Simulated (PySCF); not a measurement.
Species: C3H8N2Si.
Numbering: `[NH2:1][SiH:2]([NH2:3])[C:4]1=[CH:5][CH2:6]1`

Cartesian coordinates in Å at the GFN2-xTB level; atoms count from 1:
```
atom  x, y, z in Å
N1    -1.756   -1.265   -0.541
Si2   -0.987   -0.077    0.446
N3    -1.439    1.416   -0.288
C4     0.879   -0.058    0.427
C5     2.048   -0.177    0.992
C6     2.096    0.078   -0.472
H7    -1.640   -2.234   -0.295
H8    -1.687   -1.157   -1.540
H9    -1.451   -0.355    1.812
H10   -2.417    1.567   -0.475
H11   -1.020    2.265    0.053
H12    2.648   -0.332    1.856
H13    2.350   -0.728   -1.153
H14    2.376    1.058   -0.844
```

The computed photoelectron lines, unassigned: C 1s: 289.90 (area 1), 290.29 (area 1), 290.45 (area 1) eV; N 1s: 404.38 eV; Si 1s: 1846.74 eV; Si 2p3/2: 106.73 eV.

Theory: PySCF 2.14.0, delta-SCF UKS SCAN, pcX-2 on the ionised atom, pcseg-1 elsewhere, spin-free X2C. The structure is a single GFN2-xTB conformer in the gas phase; no vibrational or solvent corrections.

Question: Assign the C 1s lines to atoms.

Answer: 289.90 eV: C4 (fully substituted alkene carbon); 290.29 eV: C5 (alkene CH carbon); 290.45 eV: C6 (allylic carbon). The listed C 1s values span 0.55 eV, from C4 (bonded to C (double bond), C and Si) to C6 (bonded to 2 C and 2 H). The widest gap between neighbouring values is 0.39 eV, between 289.90 and 290.29 eV.

Bonded neighbours of each site: N1/N3: 2 H and Si; Si2: 2 N, C and H; C4: C (double bond), C and Si; C5: C (double bond), C and H; C6: 2 C and 2 H.

Question: Which effective nuclear charge Zeff reproduces each element's mean 1s value in the hydrogen-like formula E = 13.606 eV × Zeff²?

Answer: C (Z = 6): mean 290.2 eV, Zeff = 4.62, Z − Zeff = 1.38; N (Z = 7): mean 404.4 eV, Zeff = 5.45, Z − Zeff = 1.55; Si (Z = 14): mean 1846.7 eV, Zeff = 11.65, Z − Zeff = 2.35. Means run over the listed sites, weighted by atom count.

One atom of each set of topologically equivalent atoms was ionised and stands for the set; in this conformer not all members are related by symmetry, and their own values weren't computed. For 2p shells one spin-free hole was relaxed; a mean-field spin–orbit operator and the ground-state splitting of the three 2p orbitals were then diagonalised within the shell. The shell's mean is (2 × 2p3/2 + 2p1/2)/3, and the degeneracies 2j + 1 give areas of 2:1. 2p1/2 minus 2p3/2 (ligand field included): Si 0.62 eV.

Time: 2.4 min wall; peak memory 0.64 GiB. Hardware: Arm Neoverse N1, one thread, no GPU, on a shared host.
